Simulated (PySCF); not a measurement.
Predicted microwave data (CAM-B3LYP/def2-SVPD in PySCF (dipole) on a GFN2-xTB geometry, gas phase) for one isomer of C6H7PS:

* Rotational constants: A = 3651, B = 1001, C = 836.9 MHz
* Dipole components: |μa| = 2.11 D, |μb| = 0.08 D, |μc| = 0.01 D
* Inertial defect: -39.46 u·Å²
* κ: -0.88

Question: Which candidate fits, each taken in the one conformer that was computed?
A. `[cH:1]1[p:2][c:3]([CH:4]2[CH2:5][CH2:6]2)[cH:7][s:8]1` with P2–C3–C4–C5 36°
B. `[CH3:1][S:2][c:3]1[cH:4][cH:5][cH:6][p:7][cH:8]1` with C1–S2–C3–C4 -176°
C. `[cH:1]1[p:2][cH:3][c:4]([CH:5]2[CH2:6][CH2:7]2)[s:8]1` with C3–C4–C5–C6 149°

Answer: C. It is c1pcc(C2CC2)s1, an asymmetric top. The candidates at the same level (rigid rotor, commonest isotopes):

```
        SMILES  A (MHz)  B (MHz)  C (MHz)  μa (D)  μb (D)  μc (D)  Δ (u·Å²)  point group           rotor
c1pcc(C2CC2)s1     3651     1001    836.9    2.11    0.08    0.01    -39.46      near Cs  asymmetric top
c1pc(C2CC2)cs1     3509     1010    835.6    0.40    1.17    0.00    -39.46           Cs  asymmetric top
    CSc1cccpc1     3080    972.0    742.6    0.84    0.07    0.10     -3.52      near Cs  asymmetric top
```

`c1pc(C2CC2)cs1` has A 4 % too low; `CSc1cccpc1` has A 16 % too low. No structure here is proved a minimum.
